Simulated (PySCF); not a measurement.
# A fit for the ¹⁷O shielding

GIAO PBE0/pcSseg-1 on GFN2-xTB geometries (PySCF 2.14.0 with density-fitted response routines, gas phase, non-relativistic):

| SMILES | IAO charge (e) of O | σ(O) (ppm) |
| --- | --- | --- |
| N#CC[C@@H]1C[SiH2]CCO1 | -0.406 | 261.5 |
| N#CC[C@H]1C[SiH2]C=CO1 | -0.339 | 178.1 |
| N#C[C@@H]1[C@@H]2C[SiH2][C@H]1CO2 | -0.409 | 271.3 |
| N#CC[C@@H]1C[SiH2][SiH2]CCO1 | -0.406 | 246.1 |
| N#CC[C@H]1C[SiH2]CCCO1 | -0.403 | 258.7 |
| N#C/C=C1\C[SiH2]CCO1 | -0.318 | 171.6 |
| N#CCC1=C[SiH2]CCO1 | -0.335 | 185.1 |
| N#CC[C@@H]1C[SiH2][SiH2]CO1 | -0.403 | 289.9 |

**Question.** Fit σ(O) as a line in the IAO charge of O. How well does it hold?

**Answer.** σ = -199.2 − 1144.7 x, with x in e; correlation -0.96, rms deviation 13.0 ppm, largest 27.8 ppm at `N#CC[C@@H]1C[SiH2][SiH2]CO1`. A charge says how many electrons sit at the atom, not how easily they circulate, so such a line holds only within like compounds.

**Question.** A further member, `N#CC[C@H]1CC[SiH2]CCO1`, has x = -0.392. What does the line predict, and what does the calculation give?

**Answer.** The line gives 249.5 ppm; the calculation 260.1 ppm, a difference of 10.6 ppm, within the usual scatter of the fit.
